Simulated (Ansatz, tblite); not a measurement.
Cost and result up the ladder for `C[Si](C)(C)C#Cc1cnc(-c2cnc(-c3cnc(C#C[Si](C)(C)C)s3)s2)s1` (48 atoms). Total charge 0; singlet. Geometry: r2SCAN-D4/def2-SVP.

```xyz
48

C     7.441   -4.528   -2.584
Si    6.040   -5.774   -2.470
C     5.322   -6.116   -4.171
C     6.632   -7.366   -1.667
C     4.710   -5.063   -1.404
C     3.825   -4.603   -0.683
C     2.819   -4.093    0.149
C     2.300   -4.635    1.325
N     1.327   -3.934    1.937
C     1.040   -2.827    1.279
C     0.034   -1.896    1.718
C    -0.758   -2.017    2.858
N    -1.641   -1.023    3.079
C    -1.579   -0.099    2.142
C    -2.413    1.074    2.134
C    -3.378    1.394    3.088
N    -4.053    2.543    2.895
C    -3.653    3.162    1.801
C    -4.153    4.384    1.313
C    -4.586    5.451    0.883
Si   -5.291    7.061    0.302
C    -5.045    8.324    1.668
C    -4.381    7.574   -1.258
C    -7.118    6.799   -0.042
S    -2.372    2.313    0.925
S    -0.383   -0.426    0.891
S     1.990   -2.587   -0.176
H     7.859   -4.305   -1.590
H     7.097   -3.580   -3.026
H     8.257   -4.919   -3.215
H     4.486   -6.831   -4.115
H     6.090   -6.543   -4.837
H     4.944   -5.193   -4.638
H     7.034   -7.180   -0.659
H     5.811   -8.095   -1.574
H     7.430   -7.831   -2.270
H     2.652   -5.580    1.746
H    -0.677   -2.865    3.540
H    -3.585    0.756    3.950
H    -5.463    9.300    1.372
H    -3.977    8.466    1.895
H    -5.547    8.007    2.596
H    -4.498    6.823   -2.056
H    -4.776    8.532   -1.636
H    -3.304    7.703   -1.070
H    -7.586    7.739   -0.381
H    -7.273    6.041   -0.826
H    -7.648    6.463    0.863
```

Ansatz on 2 threads of AMD EPYC 7R13 on a shared host and a share (18 GiB) of an NVIDIA H100 80GB HBM3; xTB runs through tblite on one thread. Times are rough, summed over both states, and most runs start from the orbitals of an earlier one. PBE0-D4/def2-TZVP serves as the yardstick here, not as an exact answer. The other state is a doublet.

The xTB rows come from tblite. Single mean-field runs in def2-TZVP are fitted with def2-universal-jkfit.

Raw xTB energies of ions are shifted by several eV.

```csv
level,functions,wall time
GFN2-xTB,154,0.35 s
GFN1-xTB,175,0.37 s
LDA (SPW92)/def2-TZVP,993,17 s
PBE0-D4/def2-TZVP,993,19 s
PBE-D4/def2-TZVP (with forces),993,21 s
```

(1) Estimate what each level gives for the vertical IE (eV).

Results:

(1) 
```csv
level,vertical IE (eV),difference from PBE0-D4/def2-TZVP (eV)
GFN2-xTB,11.73,4.61
GFN1-xTB,12.33,5.21
LDA (SPW92)/def2-TZVP,7.06,-0.07
PBE0-D4/def2-TZVP,7.12,0.00
PBE-D4/def2-TZVP (with forces),6.86,-0.26
```
